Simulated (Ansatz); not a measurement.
```yaml
crystal:
  periodic: [false, false, false]
  atoms:
    - {symbol: C, position_ang: [0.532196, -1.590483, 0.370886]}
    - {symbol: O, position_ang: [-0.415883, -0.722812, -0.174033]}
    - {symbol: Mo, position_ang: [-0.583851, 1.092656, -0.374962]}
    - {symbol: O, position_ang: [-2.037143, 1.201045, -1.135316]}
    - {symbol: Cl, position_ang: [-0.012960, 3.304348, -0.217939]}
    - {symbol: Cl, position_ang: [-0.855230, 1.167374, 1.906959]}
    - {symbol: Cl, position_ang: [1.121818, 0.927993, -1.907909]}
    - {symbol: H, position_ang: [1.486426, -1.458908, -0.152689]}
    - {symbol: H, position_ang: [0.669164, -1.356771, 1.433213]}
    - {symbol: H, position_ang: [0.178663, -2.615542, 0.254690]}
basis:
  gaussian: {orbitals: def2-mTZVP, fitting: {mean_field: def2-universal-jkfit}}
total_charge: 1
magnetization: {spin_polarized: true, initial_magnetization: 2}
hamiltonian: {xc: {name: r2SCAN}, dispersion: d3bj}
```

```sh
$ ansatz run in.yaml --threads 2 --pin off --events-out ev --progress --plain --max-ram 31744MiB --backend cpu
```

Shortened log:

```
Error: a molecule whose nuclei and cores have a total charge of 90 cannot have a net charge of 1 together with 2 unpaired electrons
```

Question: What is wrong with this run?

Answer: The number of unpaired electrons doesn't fit the electron count. The input was rejected before any iteration.
